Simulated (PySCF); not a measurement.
CH₅GaN (SMILES [CH3][Ga][NH2]), doublet, geometry from GFN2-xTB (such geometries of metal compounds can be far from the true shape) (the spin is typed, not shown lowest). Base run: R2SCAN/aug-cc-pVDZ (PySCF).

PySCF was given this input:
```python
from pyscf import gto, scf, dft

mol = gto.M(
    atom='''
Ga    0.228562    0.181077    0.336952
C    -0.653182    1.146628   -1.397479
H    -1.719826    0.928237   -1.398145
H    -0.188575    0.715344   -2.281931
H    -0.492708    2.222605   -1.376019
N    -0.033236   -1.703824    0.280737
H    -0.967873   -2.073789    0.131070
H     0.435315   -2.358791    0.899219
''',
    basis='aug-cc-pvdz',
    charge=0,
    spin=1,
    verbose=4,
)

mf = dft.UKS(mol)
mf.xc = 'r2scan'
mf.kernel()
mf.analyze()
```

Each row names what was changed in the base input (with any setting that the change needs).

```tsv
change	ΔE vs base (mEh)	fitting functions	dipole (D)
base	0.000	-	0.72
auxbasis = even-tempered beta=2.0	-0.014	905	0.72
auxbasis = def2-tzvp-ri	-9776.4	386	0.71
auxbasis = even-tempered beta=1.6	-0.003	1315	0.72
auxbasis = cc-pvdz-jkfit	-0.120	426	0.72
auxbasis = cc-pvtz-ri	-9841.4	478	0.72
auxbasis = def2-universal-jkfit	-0.076	508	0.72
auxbasis = default (with mf = mf.density_fit())	-0.092	526	0.72
auxbasis = cc-pvqz-jkfit	-0.075	685	0.72
auxbasis = def2-svp-ri	-9785.9	293	0.70
```

A fitting set is made for a task (jfit for Coulomb, jkfit for Coulomb and exchange, ri for correlation) and for a family of orbital bases.

Open shells are given as the SCF converged; they aren't shown to be the lowest states, and a large step between rows can be another state.
